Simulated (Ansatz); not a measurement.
Molecule: 1-methylsilolane, C₅H₁₂Si, net charge 0, singlet state. SMILES: C[SiH]1CCCC1
Geometry from a B3LYP-D3(BJ)/def2-TZVP (Ansatz, a first-principles code) optimisation:
```xyz
18

C      2.3856     0.2289     0.2073
Si     0.7427    -0.3192    -0.5158
C     -0.4641     1.1047    -0.8483
C     -1.4922     0.9795     0.2977
C     -1.7358    -0.5120     0.5753
C     -0.3691    -1.2137     0.7328
H      2.9670     0.8011    -0.5187
H      2.9874    -0.6293     0.5145
H      2.2287     0.8598     1.0854
H      1.0001    -1.1326    -1.7346
H     -0.9583     0.9546    -1.8121
H      0.0036     2.0900    -0.8803
H     -2.4259     1.4985     0.0684
H     -1.0874     1.4458     1.2022
H     -2.3724    -0.6541     1.4520
H     -2.2703    -0.9462    -0.2758
H     -0.4373    -2.2923     0.5888
H      0.0210    -1.0511     1.7425
```
Charge 0, spin multiplicity 1.

Atomisation energy built up term by term with Ansatz (kcal/mol; UHF references for open shells; valence terms freeze the core; atomic spin-orbit terms are left out). CBS marks a two-point X^-3 extrapolation of the correlation energy; Hartree-Fock from the larger set.

| term | basis | kcal/mol |
|---|---|---|
| Hartree-Fock | cc-pV(Q+d)Z | 1289.05 |
| CCSD correlation | CBS(cc-pV(T+d)Z,cc-pV(Q+d)Z) | 379.09 |
| (T) | CBS(cc-pV(T+d)Z,cc-pV(Q+d)Z) | 21.62 |
| core correlation | cc-pwCVTZ | 5.87 |
| scalar relativity (X2C) | cc-pVTZ-DK against cc-pVTZ | -1.61 |
| sum: De |  | 1694.0 |

(T) makes 1.3 % of the CCSD(T) atomisation energy; under 5 % is typical of single-reference molecules.
